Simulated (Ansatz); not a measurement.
Consider the ligand exchange at the Si–N bond: `C=C[N]([GeH3])[Si](C)(C)C` + `BN[SiH2][SiH3]` → `BN([SiH2][SiH3])[Si](C)(C)C` + `C=C[NH][GeH3]`.

Computed with Ansatz on PBE0-D4/def2-TZVP structures; ΔE is electronic, products minus reactants. CCSD(T)/CBS adds triple-zeta CCSD(T) − MP2 to the extrapolated MP2 energy (def2 sets, frozen cores). Functionals use def2-TZVPP. B3LYP here is the variant with VWN-RPA as its local correlation; programs differ in this. HSE06 is defined as in plane-wave codes. For Ge outer-core shells are correlated without core-valence functions, which leaves a few kJ/mol of doubt a bond. Scalar relativity is left out up to krypton. One conformer a species, not always the lowest.

```csv
level,ΔE (kJ/mol),difference from CCSD(T)/CBS
LDA (SPW92),7.5,-1.8
PBE-D4,4.5,-4.8
revPBE-D4,4.3,-5.0
BLYP-D4,5.2,-4.1
r2SCAN-D4,5.0,-4.3
B97M-V,5.0,-4.3
PBE0-D4,3.9,-5.4
r2SCANh-D4,4.8,-4.5
r2SCAN0-D4,4.6,-4.7
HSE06-D4,3.9,-5.4
BHLYP-D4,4.1,-5.2
CAM-B3LYP-D4,4.9,-4.4
ωB97X-V,4.8,-4.5
B2PLYP,7.9,-1.4
PBE-QIDH,7.1,-2.2
PBE,5.5,-3.8
revPBE,4.7,-4.6
BLYP,6.7,-2.6
r2SCAN,5.5,-3.8
PBE0,5.1,-4.2
B3LYP,6.2,-3.1
r2SCANh,5.4,-3.9
r2SCAN0,5.2,-4.1
HSE06,5.1,-4.2
BHLYP,5.6,-3.7
CAM-B3LYP,6.3,-3.0
LC-ωPBE,4.6,-4.7
RPA@PBE/def2-TZVPP,9.3,0.0
HF/def2-SVP,1.2,-8.1
MP2/def2-SVP,7.0,-2.3
CCSD/def2-SVP,5.1,-4.2
HF/def2-TZVPP,2.9,-6.4
MP2/def2-TZVPP,10.7,1.4
SCS-MP2/def2-TZVPP,9.4,0.1
CCSD/def2-TZVPP,8.4,-0.9
HF/def2-QZVPP,2.2,-7.1
MP2/def2-QZVPP,10.5,1.2
HF/CBS(def2),2.1,-7.2
MP2/CBS(def2),10.8,1.5
CCSD/CBS(def2),8.5,-0.8
CCSD(T)/CBS,9.3,0
```

Largest T1 diagnostic among the species: 0.013.

Leaving LDA and LC-ωPBE aside and taking each functional with its dispersion term where it has one, the values spread over 4.0 kJ/mol, from HSE06-D4 to B2PLYP. In def2-TZVPP, CCSD(T) changes the Hartree–Fock value by +6.3 kJ/mol (the triples alone add +0.8 kJ/mol) and MP2 by +7.8 kJ/mol.

CCSD(T)/CBS has its own doubt, a few kJ/mol and more with outer-core shells, so smaller differences from it don't rank the levels.
